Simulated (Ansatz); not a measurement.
**Two structures, one formula**

Two relaxed structures of B$_{2}$SiH$_{4}$O, singlet (PBE0-D4/def2-TZVP; forces vanish, vibrations not checked).

A:

```
8
angstrom
B -0.6893 1.5135 -1.2048
B 0.3870 -1.0481 0.7358
Si 0.4458 0.8341 0.0624
O -0.4770 -2.0053 0.3344
H -1.4429 1.9073 -2.0254
H 1.4418 1.8060 0.5754
H 1.1842 -1.3704 1.5711
H -1.1096 -1.7340 -0.3344
```

B:

```csv
atom,x (Å),y (Å),z (Å)
B1,0.0594,1.0718,-1.2063
B2,-0.8092,-0.2539,-0.8238
Si3,0.6421,0.1127,0.5420
O4,-0.7254,-1.0702,0.1624
H5,-0.4690,2.1320,-1.0206
H6,0.2753,0.6555,1.8672
H7,1.8454,-0.7453,0.5749
H8,0.8470,0.9578,-2.1032
```

Ansatz 0.2.0; basis: def2-TZVPP; cores frozen in the correlated methods. B3LYP uses VWN-RPA correlation.

Problem. Which structure is lower at CCSD(T), and by how much? (To be estimated.)

Solution. Computed: B, by 205.9 kJ/mol (electronic energy, against the other). By their contacts, A is B₂SiH₄O ([BH][SiH][BH][OH]) and B is B₂SiH₄O ([BH2]1[B]2[O][SiH2]12).

All methods give the same order:

```csv
method,E(B) − E(A) (kJ/mol)
PBE-D4,-215.8
r2SCAN-D4,-225.0
PBE0-D4,-218.4
B3LYP-D4,-203.3
wB97M-V,-227.4
HF,-177.0
MP2,-230.4
CCSD,-202.1
CCSD(T),-205.9
```

T1 diagnostic: at most 0.020. The restricted Hartree–Fock reference is unstable towards an unrestricted one at one or more of these structures.

Labels in which every atom is bracketed show which atoms are joined, not bond orders.

For scale, one of the runs: CCSD(T)/def2-TZVPP, 191 basis functions, launched by `ansatz run in.yaml --threads 2 --pin off --events-out ev --progress --plain --max-ram 4352MiB`. Hardware: 2 CPU threads of an Arm Neoverse V2, shared host. Wall time 48 s; peak host memory 2 GiB.
